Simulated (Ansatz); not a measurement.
`F[SiH]([SiH3])Cl` → H• + `F[Si]([SiH3])Cl`•  (homolysis of the H–Si bond)

Computed with Ansatz on PBE0-D4/def2-TZVP structures; ΔE is electronic, products minus reactants. CBS: MP2 limit from def2 TZ/QZ plus the TZ coupled-cluster correction, frozen cores. This one scheme is used for every species, atoms too. Functionals use def2-TZVPP. B3LYP here is the variant with VWN-RPA as its local correlation; programs differ in this. Open shells (•) are unrestricted, without spin–orbit coupling.

CCSD(T)/CBS gives +400.7 kJ/mol.

Task: Another level gave +373.2 kJ/mol. Which?
A. B3LYP-D4/def2-TZVPP
B. BHLYP/def2-TZVPP
C. BLYP-D4/def2-TZVPP
D. PBE-D4/def2-TZVPP

Result: C. BLYP-D4 373.2, PBE-D4 365.7, BHLYP 390.6, B3LYP-D4 385.1 kJ/mol.

Task: What do rigid-rotor, harmonic-oscillator terms from PBE0-D4/def2-TZVP frequencies (298.15 K, 1 bar) make of the CCSD(T)/CBS value? (Estimate.)

Result: Ansatz gave: ΔZPE = -23.7 kJ/mol, ΔH = +383.0 kJ/mol, ΔS = 121 J/(mol·K), ΔG = +347.0 kJ/mol. Open shells count their whole term as degenerate.

Largest T1 diagnostic among the species: 0.015.

From PBE to PBE0 (25 % exact exchange), in def2-TZVPP and without D4, ΔE moves by +8.8 kJ/mol. Leaving LDA and LC-ωPBE aside and taking each functional with its dispersion term where it has one, the values, not all of them listed here, spread over 33.0 kJ/mol, from revPBE-D4 to ωB97X-V. LDA lies +38.8 kJ/mol from PBE without D4, its usual overbinding. At CCSD(T), def2-SVP lies −16.7 kJ/mol from the extrapolated value and def2-TZVPP −6.3 kJ/mol: correlation converges slowly with the basis, and small sets miss more of it in the bonded molecule than in its fragments.
